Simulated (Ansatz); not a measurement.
**Question.** Name a neutral molecule of B, C, N, O, S and H with HOMO–LUMO gap (PBE/def2-TZVPP) between 4.15 and 4.45 eV and HOMO energy (B3LYP/def2-TZVPP) between -8.05 and -7.75 eV (Ansatz, PBE0-D4/def2-TZVP geometry).

**Answer.** `BNC(=O)S` (4.30 eV, -7.86 eV). Other molecules can fit too; these were computed, each in one conformer that needn't be the lowest.

B3LYP here is the variant with VWN-RPA as its local correlation; programs differ in this.
